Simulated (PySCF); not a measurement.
Compound: C2H2BFO2.
SMILES: `FC1=COBO1`

Computed with PBE0-D3(BJ)/def2-SVP geometry optimisation, gas phase in PySCF.

Masses are those of the commonest isotopes; rigid-rotor values at the optimised geometry. 

**Question.** What are A, B and C (cm⁻¹)?

**Answer.** Ia = 53.62, Ib = 137.85, Ic = 191.47 u·Å²; 505379 MHz·u·Å²/I gives 9425, 3666 and 2639 MHz, that is A = 0.31438, B = 0.12229, C = 0.08804 cm⁻¹.

**Question.** Classify the top.

**Answer.** An asymmetric top. Ray's parameter κ = (2B − A − C)/(A − C) = -0.697; −1 is the prolate and +1 the oblate limit.

**Question.** Is it planar, by Δ = Ic − Ia − Ib?

**Answer.** Planar: Δ = Ic − Ia − Ib = 0.00 u·Å². For a rigid frame Δ = −2 Σ m c², so it vanishes when all atoms lie in the ab plane; here none is more than 0.01 Å from it.

**Question.** Give the coordinates in the principal-axis frame, origin at the centre of mass.

**Answer.** The sense of each axis is arbitrary; atoms in the order of the calculation.
```csv
atom,mass (u),a (Å),b (Å),c (Å)
F1,18.998,1.932,0.051,0.000
C2,12.000,0.631,0.090,0.000
C3,12.000,-0.226,1.121,0.000
O4,15.995,-1.501,0.602,0.000
B5,11.009,-1.361,-0.758,0.000
O6,15.995,-0.014,-1.090,0.000
H7,1.008,-0.079,2.196,0.002
H8,1.008,-2.252,-1.552,0.000
```

**Question.** Which types of transition are allowed, and where do some lines up to J = 3 fall?

**Answer.** The dipole components are |μa| = 0.04 D, |μb| = 0.87 D, |μc| = 0.00 D; the mirror of this Cs structure is the ab plane, so μc vanishes by symmetry and there are no c-type lines. Intensities carry the squares of the components, which stand as 0.00 : 1.00 (a : b). Some of the stronger lines:

| type | branch | J(Ka,Kc) | MHz | lower level (cm⁻¹) |
| --- | --- | --- | --- | --- |
| b | R | 3(1,2) ← 2(2,1) | 3096 | 1.468 |
| b | R | 2(0,2) ← 1(1,1) | 6727 | 0.402 |
| b | Q | 1(1,0) ← 1(0,1) | 6785 | 0.210 |
| b | Q | 2(1,1) ← 2(0,2) | 7938 | 0.627 |
| b | Q | 3(1,2) ← 3(0,3) | 9884 | 1.241 |
| b | R | 1(1,1) ← 0(0,0) | 12064 | 0.000 |
| b | R | 3(0,3) ← 2(1,2) | 13569 | 0.789 |
| b | Q | 3(2,1) ← 3(1,2) | 16435 | 1.571 |
| b | R | 2(1,2) ← 1(0,1) | 17343 | 0.210 |
| b | Q | 2(2,0) ← 2(1,1) | 17402 | 0.892 |
| b | Q | 2(2,1) ← 2(1,2) | 20356 | 0.789 |
| b | Q | 3(2,2) ← 3(1,3) | 21971 | 1.366 |
| b | R | 3(1,3) ← 2(0,2) | 22160 | 0.627 |
| b | Q | 3(3,0) ← 3(2,1) | 30829 | 2.119 |
| b | R | 2(2,1) ← 1(1,0) | 30914 | 0.437 |
| b | Q | 3(3,1) ← 3(2,2) | 31435 | 2.099 |
| b | R | 2(2,0) ← 1(1,1) | 32066 | 0.402 |
| b | R | 3(2,2) ← 2(1,1) | 36193 | 0.892 |
| b | R | 3(2,1) ← 2(1,2) | 39888 | 0.789 |
| b | R | 3(3,1) ← 2(2,0) | 50226 | 1.472 |
| b | R | 3(3,0) ← 2(2,1) | 50361 | 1.468 |

**Question.** Estimate the classical rotational partition function at 10 K, 25 K and 500 K.

**Answer.** Point group Cs, symmetry number σ = 1; q = (√π/σ)·√((kT/h)³/(ABC)), k/h = 20836.6 MHz/K: 558 at 10 K, 2210 at 25 K, 197000 at 500 K.

No frequency check. No vibrational averaging or centrifugal distortion is included, and the geometry carries the error of its method. Quadrupole hyperfine structure (11B) is left out.

The run took 23 s of wall time on one thread of an Arm Neoverse V1, on a shared host, and the process peaked at 0.38 GiB of memory. This is the geometry optimisation.
